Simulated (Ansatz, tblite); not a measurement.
Forces on Li₂Si₂⁺ at its PBE0-D4/def2-TZVP geometry. The state is a doublet with charge 1.

The xTB rows come from tblite. Another isomer (doublet) lies 0.27 eV lower at PBE0-D4/def2-TZVP; other spin states weren't run for this one.

GFN1-xTB (tblite), largest force 1.97 eV/Å:

```xyz
4
positions Å, forces eV/Å
Li   -2.793    0.238    0.844    0.609   -0.012   -0.144
Li    1.327   -1.183   -1.470   -0.100    0.616    0.638
Si   -0.324    0.230    0.300   -1.906   -0.498   -0.084
Si    1.790    0.715    0.326    1.397   -0.106   -0.409
```

GFN2-xTB (tblite), largest force 1.04 eV/Å:

```
Li -0.070 0.007 0.022
Li 0.154 0.074 0.041
Si -1.031 -0.144 0.079
Si 0.947 0.063 -0.142
```

PBE-D4/def2-TZVP (Ansatz), largest force 0.41 eV/Å:

```
Li -0.023 -0.002 0.003
Li 0.012 0.014 0.011
Si -0.394 -0.083 0.002
Si 0.404 0.071 -0.016
```
